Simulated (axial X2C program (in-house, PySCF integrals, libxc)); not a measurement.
# Bond lengths and stretching modes, held linear, of NInN⁺

Calculated with an axial X2C code built on PySCF integrals: two-component X2C with atomic mean-field Coulomb and Gaunt terms, Gaussian nuclei, basis N dyall-av3z, In dyall-v3z with contracted cores. Spin-free rows use the one-electron spin-free X2C Hamiltonian.

Masses N 14.003, In 114.904, N 14.003 u. States: 2c Ω = 2 (beyond evenly filled blocks: 2 × ω = -1/2, 2 × ω = 3/2); spin-free M_S = 2, Λ = 0 (beyond evenly filled blocks: 2 × π+α, 2 × π-α).

B3LYP, spin-free: energies above the lowest point

```json
{"r(N–In) (Å)": "2.0387", "r(In–N) (Å)": "2.0387", "E (meV)": "69.33"}
{"r(N–In) (Å)": "2.0387", "r(In–N) (Å)": "2.0910", "E (meV)": "35.97"}
{"r(N–In) (Å)": "2.0387", "r(In–N) (Å)": "2.1433", "E (meV)": "38.97"}
{"r(N–In) (Å)": "2.0910", "r(In–N) (Å)": "2.0387", "E (meV)": "35.97"}
{"r(N–In) (Å)": "2.0910", "r(In–N) (Å)": "2.0910", "E (meV)": "0.39"}
{"r(N–In) (Å)": "2.0910", "r(In–N) (Å)": "2.1433", "E (meV)": "1.24"}
{"r(N–In) (Å)": "2.0910", "r(In–N) (Å)": "2.1956", "E (meV)": "30.43"}
{"r(N–In) (Å)": "2.1433", "r(In–N) (Å)": "2.0387", "E (meV)": "38.97"}
{"r(N–In) (Å)": "2.1433", "r(In–N) (Å)": "2.0910", "E (meV)": "1.24"}
{"r(N–In) (Å)": "2.1433", "r(In–N) (Å)": "2.1433", "E (meV)": "0.00"}
{"r(N–In) (Å)": "2.1956", "r(In–N) (Å)": "2.0910", "E (meV)": "30.43"}
{"r(N–In) (Å)": "2.1956", "r(In–N) (Å)": "2.1956", "E (meV)": "52.47"}
```

Fit a quadratic surface with cubic terms in each bond: where is the minimum, and what are the two stretching wavenumbers?

At B3LYP, spin-free: bonds 2.117 and 2.117 Å; harmonic stretches 464.6 and 552.3 cm⁻¹; force constants 1.9, 1.9 and coupling -0.12 mdyn/Å.

The other levels and Hamiltonians give:

```json
{"Hamiltonian": "2c", "level": "PBE0", "r(N–In) (Å)": "2.091", "r(In–N) (Å)": "2.091", "lower stretch (cm⁻¹)": "492.3", "upper stretch (cm⁻¹)": "579.4"}
{"Hamiltonian": "2c", "level": "B3LYP", "r(N–In) (Å)": "2.117", "r(In–N) (Å)": "2.117", "lower stretch (cm⁻¹)": "464.8", "upper stretch (cm⁻¹)": "552.4"}
{"Hamiltonian": "spin-free", "level": "PBE0", "r(N–In) (Å)": "2.091", "r(In–N) (Å)": "2.091", "lower stretch (cm⁻¹)": "492.2", "upper stretch (cm⁻¹)": "579.4"}
```

Each state is one determinant, the lowest of a limited PBE0 search; the stretches come from a fit to these few points and carry an uncertainty of a few per cent. Other orders of the atoms were not compared. Left out for rough or failed fits: HF 2c, MP2 2c, HF spin-free, MP2 spin-free. The molecule was held linear; bending was not examined, so a bent shape may lie lower. Open-shell Ω = 0 determinants with evenly filled partner blocks cannot be reached by this program, so the Ω shown need not be the lowest component. Note: several unpaired electrons, one determinant need not be a pure state.
